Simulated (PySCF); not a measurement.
Work out the structure from these simulated measurements.

Formula: C2H7BrSi.

- UV, strongest line: among the 10 lowest singlet transitions: S5 at 7.43 eV (167 nm, f = 0.219) [TDDFT B3LYP/def2-SVPD]
- NMR, other nuclei: isotropic shieldings of nuclei other than C and H, by class: 420 (1 Si), 2202 (1 Br) ppm [GIAO PBE0/pcSseg-1]
- XPS: Si2p3/2 106.9, C1s 290.7, C1s 292.1, Si1s 1846.7 eV [ΔSCF SCAN, pcX-2 on the ionised atom, pcseg-1 elsewhere, spin-free X2C, 2p3/2 from a spin–orbit splitting computed afterwards within the 2p shell]
- 13C NMR: chemical shifts (computed TMS as zero) by class: 41.0 (1 C), 17.2 (1 C) ppm [GIAO PBE0/pcSseg-1]
- Rotational structure: rotational constants A, B, C: 22.188, 0.959, 0.941 GHz [PBE0-D3(BJ)/def2-SVP]
- Triplet: lowest triplet excitation (Tamm–Dancoff): 5.28 eV [TDA B3LYP/def2-SVPD]
- Valence photoelectron: vertical ionisation energy: 10.08 eV [ΔSCF B3LYP/def2-SVPD]
- Dipole: 1.67 D [B3LYP/def2-SVPD]
- UV, first state: lowest singlet excitation: 5.84 eV (212 nm, f = 0.000) [TDDFT B3LYP/def2-SVPD]

Gas-phase values; electronic properties from PySCF, density fitting. Levels stand in brackets. The structure is a single PBE0-D3(BJ)/def2-SVP conformer in the gas phase; no vibrational or solvent corrections. The calculation (core ionisation apart) is non-relativistic and has no spin–orbit coupling, an omission that weighs most on bromine. Each NMR value is the plain mean over a class of atoms that symmetry, rotation or inversion makes alike.

**Question.** What is the compound? Reason from the data.

**Answer.** Numbering: `[SiH3:1][CH2:2][CH2:3][Br:4]`. Its formula, C2H7BrSi, gives 0 degrees of unsaturation, so no ring and no π bond. 2 carbons fall into 2 classes; from least to most shielded: sp3 C–Br carbon [C3] (41.0 ppm), sp3 carbon bound to silicon [C2] (17.2 ppm). The other shieldings belong to: 420 ppm, SiH3 silicon [Si1]; 2202 ppm, alkyl bromine [Br4]. The core levels belong to: Si2p3/2 106.9 eV, SiH3 silicon [Si1]; C1s 290.7 eV, sp3 carbon bound to silicon [C2]; C1s 292.1 eV, sp3 C–Br carbon [C3]; Si1s 1846.7 eV, SiH3 silicon [Si1]. No core level of Br was computed. The optimised geometry has point group Cs and is an asymmetric top. Structure: `[SiH3]CCBr`. Computed isomers that give other values at the same levels: `CC[SiH2]Br` (rotational constant A: 13.421 GHz; this holds for the one conformer computed); `[H][Si](C)(C)Br` (core binding energies: Si2p3/2 107.2, C1s 290.4 (×2), Si1s 1847.1 eV). The assignments are read from this structure; whether some other isomer fits the data as well wasn't checked. NMR values of atoms bound to Br lack the spin–orbit term that these neighbours bring.

Shape of the structure used: `[SiH3:1][CH2:2][CH2:3][Br:4]`: Si1–C2–C3–Br4 180°.
